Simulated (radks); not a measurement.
Q: All-electron atom: Pb7+ in [Xe] 4f14 5d7 (the NIST ground configuration). All-electron calculation, Dirac Kohn-Sham, LB94 model potential, spin-unpolarised, spherical densities, finite nucleus; open shells fill j = l - 1/2 first; Fermi nuclear charge, rms radius 5.5012 fm. Program: a radial shooting solver on a logarithmic mesh with Libxc functionals. Some entries of the table are withheld. Estimate them.

orbital  occ.  eigenvalue (eV)  <1/r> (bohr^-1)
1s1/2       2        -88309.86            101.3
2s1/2       2        -15891.99            25.07
2p1/2       2        -15285.29              (1)
2p3/2       4        -13079.31              (2)
3s1/2       2        -3905.511            9.189
3p1/2       2        -3627.065            9.118
3p3/2       4        -3135.419            7.792
3d3/2       4              (3)            7.698
3d5/2       6              (4)            7.402
4s1/2       2        -968.3998            3.892
4p1/2       2        -847.6041            3.792
4p3/2       4        -728.0183            3.328
4d3/2       4        -529.3747              (5)
4d5/2       6        -506.9605              (6)
5s1/2       2        -252.1987            1.654
4f5/2       6        -249.7729              (7)
4f7/2       8        -244.6398              (8)
5p1/2       2        -209.9589            1.540
5p3/2       4        -185.8522            1.369
5d3/2       4              (9)            1.133
5d5/2       3             (10)            1.099
6s1/2       0         -99.3530           0.7486
6p1/2       0             (11)           0.6892
6p3/2       0             (12)           0.6410

A: 
(1) 2p1/2 <1/r> (bohr^-1): 25.08
(2) 2p3/2 <1/r> (bohr^-1): 20.00
(3) 3d3/2 eigenvalue (eV): -2671.580
(4) 3d5/2 eigenvalue (eV): -2566.732
(5) 4d3/2 <1/r> (bohr^-1): 3.140
(6) 4d5/2 <1/r> (bohr^-1): 3.036
(7) 4f5/2 <1/r> (bohr^-1): 2.712
(8) 4f7/2 <1/r> (bohr^-1): 2.672
(9) 5d3/2 eigenvalue (eV): -125.2160
(10) 5d5/2 eigenvalue (eV): -121.9587
(11) 6p1/2 eigenvalue (eV): -86.0881
(12) 6p3/2 eigenvalue (eV): -80.3014
